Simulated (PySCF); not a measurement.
CH4F2OSi, SMILES F[SiH](OC)F. Geometry: PBE-D3(BJ)/def2-SVP. The values are those of a single conformer.

**Question.** Give the equilibrium geometry at PBE-D3(BJ)/def2-SVP (PySCF confirms it by a frequency run) as Cartesian coordinates in Å, and its point group. (An estimate is asked for; the answer gives what the named calculation found.)

**Answer.** One answer among several that fit: point group Cs.
```xyz
9

Si     0.5681    -0.4124     0.0000
F      1.0285     0.4616    -1.2929
F      1.0285     0.4616     1.2929
O     -1.0607    -0.6404     0.0000
C     -2.0416     0.3903     0.0000
H      1.2256    -1.7373     0.0000
H     -1.9563     1.0337    -0.9025
H     -3.0430    -0.0836     0.0000
H     -1.9563     1.0337     0.9025
```
